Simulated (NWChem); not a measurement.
Everything below was run with NWChem. System: C₂H₂N₂O, charge 0, spin multiplicity 1, at a geometry optimised with PBE/def2-SVP. The structure started from a generated list of species. Level: PBE0/STO-3G.

Job file:

```
start mol
memory heap 200 mb stack 800 mb global 1000 mb
geometry units angstroms nocenter noautoz
  C      1.056202     0.000000    -0.271438
  N      0.697366     0.000000     0.979239
  N     -0.697366     0.000000     0.979239
  C     -1.056202     0.000000    -0.271438
  O      0.000000     0.000000    -1.132671
  H      2.066734     0.000000    -0.695360
  H     -2.066734     0.000000    -0.695360
  symmetry group C2v
end
basis spherical
  * library sto-3g
end
dft
  xc pbe0
  semidirect memsize 60000000 filesize 0
  iterations 100
end
task dft energy
```

Part of the output:

```
             Northwest Computational Chemistry Package (NWChem) 7.3.0
             --------------------------------------------------------

                                NWChem Input Module
                                -------------------

 Scaling coordinates for geometry "geometry" by  1.889725989
 (inverse scale =  0.529177249)

 Turning off AUTOSYM since
 SYMMETRY directive was detected!

                             Geometry "geometry" -> ""
                             -------------------------

 Output coordinates in angstroms (scale by  1.889725989 to convert to a.u.)

  No.       Tag          Charge          X              Y              Z
 ---- ---------------- ---------- -------------- -------------- --------------
    1 C                    6.0000     1.05620200     0.00000000    -0.27143800
    2 N                    7.0000     0.69736600     0.00000000     0.97923900
    3 N                    7.0000    -0.69736600     0.00000000     0.97923900
    4 C                    6.0000    -1.05620200     0.00000000    -0.27143800
    5 O                    8.0000     0.00000000     0.00000000    -1.13267100
    6 H                    1.0000     2.06673400     0.00000000    -0.69536000
    7 H                    1.0000    -2.06673400     0.00000000    -0.69536000

 Effective nuclear repulsion energy (a.u.)     163.9977026962

            Nuclear Dipole moment (a.u.)
            ----------------------------
        X                 Y               Z
 ---------------- ---------------- ----------------
     0.0000000000     0.0000000000     0.0000037795

      Symmetry information
      --------------------

 Group name             C2v
 Group number             16
 Group order               4
 No. of unique centers     4

      Symmetry unique atoms

     1    2    5    6


 Summary of "ao basis" -> "" (spherical)
 ------------------------------------------------------------------------------
       Tag                 Description            Shells   Functions and Types
 ---------------- ------------------------------  ------  ---------------------
 *                           sto-3g                   on all atoms
[...]
              MO Center= -4.8D-16, -1.3D-17,  1.4D-01, r^2= 1.9D+00
   Bfn.  Coefficient  Atom+Function         Bfn.  Coefficient  Atom+Function
  ----- ------------  ---------------      ----- ------------  ---------------
     4      0.561827  1 C  py                19     -0.561827  4 C  py
     9      0.379931  2 N  py                14     -0.379931  3 N  py

 Vector   18  Occ=2.000000D+00  E=-2.127876D-01  Symmetry=b1
              MO Center=  8.0D-16, -2.2D-17,  1.1D+00, r^2= 1.5D+00
   Bfn.  Coefficient  Atom+Function         Bfn.  Coefficient  Atom+Function
  ----- ------------  ---------------      ----- ------------  ---------------
     7      0.536961  2 N  s                 12     -0.536961  3 N  s
    10      0.471392  2 N  pz                15     -0.471392  3 N  pz
     2     -0.231885  1 C  s                 17      0.231885  4 C  s
     5     -0.215430  1 C  pz                20      0.215430  4 C  pz
    23      0.165044  5 O  px                 8      0.164180  2 N  px

 Vector   19  Occ=0.000000D+00  E= 7.014911D-02  Symmetry=b2
              MO Center= -6.3D-16, -1.6D-23, -1.9D-01, r^2= 1.9D+00
   Bfn.  Coefficient  Atom+Function         Bfn.  Coefficient  Atom+Function
  ----- ------------  ---------------      ----- ------------  ---------------
     4      0.621843  1 C  py                19      0.621843  4 C  py
    24     -0.553214  5 O  py                 9     -0.367567  2 N  py
    14     -0.367567  3 N  py

 Vector   20  Occ=0.000000D+00  E= 1.226721D-01  Symmetry=a2
              MO Center=  8.2D-16,  2.9D-17,  5.6D-01, r^2= 1.7D+00
   Bfn.  Coefficient  Atom+Function         Bfn.  Coefficient  Atom+Function
  ----- ------------  ---------------      ----- ------------  ---------------
     9      0.686176  2 N  py                14     -0.686176  3 N  py
     4     -0.483946  1 C  py                19      0.483946  4 C  py

 Vector   21  Occ=0.000000D+00  E= 2.756175D-01  Symmetry=b1
              MO Center= -9.0D-16,  1.2D-17,  2.3D-01, r^2= 2.1D+00
   Bfn.  Coefficient  Atom+Function         Bfn.  Coefficient  Atom+Function
  ----- ------------  ---------------      ----- ------------  ---------------
     8      0.617774  2 N  px                13      0.617774  3 N  px
     7     -0.515734  2 N  s                 12      0.515734  3 N  s
    23      0.497362  5 O  px                 3      0.437950  1 C  px
    18      0.437950  4 C  px                26     -0.369673  6 H  s
    27      0.369673  7 H  s                  5      0.221414  1 C  pz

 center of mass
 --------------
 x =   0.00000000 y =   0.00000000 z =   0.03755932

 moments of inertia (a.u.)
 ------------------
         178.878727826478           0.000000000000          -0.000000000000
           0.000000000000         353.871797699566           0.000000000000
          -0.000000000000           0.000000000000         174.993069873088

     Multipole analysis of the density
     ---------------------------------

     L   x y z        total         alpha         beta         nuclear
     -   - - -        -----         -----         ----         -------
     0   0 0 0     -0.000000    -18.000000    -18.000000     36.000000

     1   1 0 0     -0.000000     -0.000000     -0.000000      0.000000
     1   0 1 0      0.000000      0.000000      0.000000      0.000000
     1   0 0 1     -1.225119     -0.612561     -0.612561      0.000004

     2   2 0 0    -16.591154    -59.608203    -59.608203    102.625252
     2   1 1 0      0.000000      0.000000      0.000000      0.000000
     2   1 0 1      0.000000      0.000000      0.000000     -0.000000
     2   0 2 0    -18.867560     -9.433780     -9.433780      0.000000
     2   0 1 1      0.000000      0.000000      0.000000      0.000000
     2   0 0 2    -22.799179    -57.001133    -57.001133     91.203087

 Task  times  cpu:        0.7s     wall:        0.7s

 Total times  cpu:        0.7s     wall:        0.7s
```
